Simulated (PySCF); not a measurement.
# `O=C(O)C#CCCN([SiH3])[SiH3]`: 4 charge schemes on one density

Species: C₅H₁₁NO₂Si₂.
SMILES with atom numbers: `[O:1]=[C:2]([OH:3])[C:4]#[C:5][CH2:6][CH2:7][N:8]([SiH3:9])[SiH3:10]` (hydrogens: H11 on O3; H12, H13 on C6; H14, H15 on C7; H16, H17, H18 on Si9; H19, H20, H21 on Si10)

Cartesian coordinates in Å at the GFN2-xTB level; atoms count from 1:
```
atom  x, y, z in Å
O1     5.0120   -1.6385   -0.0479
C2     4.2950   -0.6722   -0.0342
O3     4.7566    0.5886   -0.0288
C4     2.8607   -0.7099   -0.0209
C5     1.6607   -0.8078   -0.0107
C6     0.2220   -0.8372    0.0018
C7    -0.3632    0.5865    0.0164
N8    -1.8068    0.5933    0.0294
Si9   -2.5969    0.3787    1.5634
Si10  -2.6245    0.3969   -1.4926
H11    5.7264    0.5836   -0.0373
H12   -0.1377   -1.3673   -0.8841
H13   -0.1211   -1.3786    0.8873
H14    0.0123    1.1094    0.9005
H15   -0.0037    1.1202   -0.8678
H16   -3.9287    0.9550    1.4308
H17   -1.7736    1.0856    2.5451
H18   -2.6959   -1.0396    1.9402
H19   -2.7300   -1.0170   -1.8847
H20   -3.9539    0.9713   -1.3292
H21   -1.8187    1.1160   -2.4803
```

Density: PBE0/pcSseg-1 (PySCF); schemes: Mulliken, IAO, Hirshfeld and ESP-fitted. Geometry: GFN2-xTB, one conformer, isolated molecule.

Task: At which atom do the 4 schemes differ most?

Result: At N8: from -0.931 (Mulliken) to -0.258 e (Hirshfeld), 0.673 e apart.

Task: Which atoms carry the highest charge in the Mulliken, IAO, Hirshfeld and ESP-fitted schemes?

Result: The schemes don't all agree: Mulliken Si9 (+0.614); IAO Si9 and Si10 (+0.730); Hirshfeld Si9 and Si10 (+0.348); ESP-fitted C2 (+0.837).

Task: For which atoms does the sign change between the 4 schemes (beyond +0.03 e in one, beyond −0.03 e in another)?

Result: C5, C6 and C7.

Task: Tabulate the Mulliken, IAO, Hirshfeld and ESP-fitted charges.

Result: In e:

```json
{"atom": "O1", "environment": "acid carbonyl oxygen", "Mulliken": "-0.383", "IAO": "-0.442", "Hirshfeld": "-0.265", "ESP-fitted": "-0.546"}
{"atom": "C2", "environment": "carboxylic acid carbon", "Mulliken": "+0.284", "IAO": "+0.524", "Hirshfeld": "+0.211", "ESP-fitted": "+0.837"}
{"atom": "O3", "environment": "acid hydroxyl oxygen", "Mulliken": "-0.352", "IAO": "-0.471", "Hirshfeld": "-0.175", "ESP-fitted": "-0.592"}
{"atom": "C4", "environment": "alkyne carbon", "Mulliken": "-0.101", "IAO": "-0.119", "Hirshfeld": "-0.073", "ESP-fitted": "-0.292"}
{"atom": "C5", "environment": "alkyne carbon", "Mulliken": "+0.129", "IAO": "+0.025", "Hirshfeld": "+0.002", "ESP-fitted": "-0.078"}
{"atom": "C6", "environment": "propargylic carbon", "Mulliken": "-0.202", "IAO": "-0.287", "Hirshfeld": "-0.054", "ESP-fitted": "+0.078"}
{"atom": "C7", "environment": "sp3 carbon bound to nitrogen", "Mulliken": "+0.028", "IAO": "-0.130", "Hirshfeld": "-0.015", "ESP-fitted": "+0.135"}
{"atom": "N8", "environment": "nitrogen bridging silicon atoms", "Mulliken": "-0.931", "IAO": "-0.769", "Hirshfeld": "-0.258", "ESP-fitted": "-0.584"}
{"atom": "Si9", "environment": "SiH3 silicon", "Mulliken": "+0.614", "IAO": "+0.730", "Hirshfeld": "+0.348", "ESP-fitted": "+0.475"}
{"atom": "Si10", "environment": "SiH3 silicon", "Mulliken": "+0.613", "IAO": "+0.730", "Hirshfeld": "+0.348", "ESP-fitted": "+0.492"}
{"atom": "H11", "environment": "acid proton", "Mulliken": "+0.243", "IAO": "+0.375", "Hirshfeld": "+0.190", "ESP-fitted": "+0.424"}
{"atom": "H12", "environment": "methylene hydrogen", "Mulliken": "+0.171", "IAO": "+0.171", "Hirshfeld": "+0.060", "ESP-fitted": "+0.070"}
{"atom": "H13", "environment": "methylene hydrogen", "Mulliken": "+0.171", "IAO": "+0.171", "Hirshfeld": "+0.060", "ESP-fitted": "+0.070"}
{"atom": "H14", "environment": "methylene hydrogen", "Mulliken": "+0.137", "IAO": "+0.142", "Hirshfeld": "+0.042", "ESP-fitted": "+0.050"}
{"atom": "H15", "environment": "methylene hydrogen", "Mulliken": "+0.137", "IAO": "+0.142", "Hirshfeld": "+0.042", "ESP-fitted": "+0.047"}
{"atom": "H16", "environment": "Si–H hydrogen", "Mulliken": "-0.089", "IAO": "-0.119", "Hirshfeld": "-0.072", "ESP-fitted": "-0.082"}
{"atom": "H17", "environment": "Si–H hydrogen", "Mulliken": "-0.099", "IAO": "-0.126", "Hirshfeld": "-0.074", "ESP-fitted": "-0.089"}
{"atom": "H18", "environment": "Si–H hydrogen", "Mulliken": "-0.092", "IAO": "-0.151", "Hirshfeld": "-0.086", "ESP-fitted": "-0.115"}
{"atom": "H19", "environment": "Si–H hydrogen", "Mulliken": "-0.092", "IAO": "-0.151", "Hirshfeld": "-0.086", "ESP-fitted": "-0.120"}
{"atom": "H20", "environment": "Si–H hydrogen", "Mulliken": "-0.089", "IAO": "-0.119", "Hirshfeld": "-0.072", "ESP-fitted": "-0.088"}
{"atom": "H21", "environment": "Si–H hydrogen", "Mulliken": "-0.099", "IAO": "-0.126", "Hirshfeld": "-0.074", "ESP-fitted": "-0.092"}
```

Mean size of the charges over all atoms: IAO 0.287 e, ESP-fitted 0.255 e, Mulliken 0.241 e, Hirshfeld 0.124 e. Each set sums to the total charge, 0, to within 0.001 e. The ESP scheme fits charges at the nuclei, held to the total charge, to the electrostatic potential on points at 1.4 to 2.0 times the van der Waals radii. The IAO scheme counts the electrons in orthogonalised intrinsic atomic orbitals, a minimal basis polarised so that it spans the occupied orbitals exactly.

Task: How closely do the schemes follow one another over all atoms?

Result: Correlation coefficient and root-mean-square difference: IAO with Hirshfeld 0.98, 0.211 e; Mulliken with IAO 0.97, 0.097 e; Mulliken with Hirshfeld 0.93, 0.187 e; Hirshfeld with ESP-fitted 0.91, 0.212 e; IAO with ESP-fitted 0.89, 0.165 e; Mulliken with ESP-fitted 0.84, 0.193 e.

Task: How many electrons does the ESP-fitted scheme count on C6?

Result: Z − q = 6 − (+0.078) = 5.922.

Task: Sum the charges by element, for elements with more than one atom.

Result: 
| element | atoms | Mulliken | IAO | Hirshfeld | ESP-fitted |
| --- | --- | --- | --- | --- | --- |
| O | 2 | -0.735 | -0.913 | -0.440 | -1.138 |
| C | 5 | +0.138 | +0.013 | +0.071 | +0.680 |
| Si | 2 | +1.227 | +1.460 | +0.697 | +0.967 |
| H | 11 | +0.300 | +0.210 | -0.070 | +0.075 |
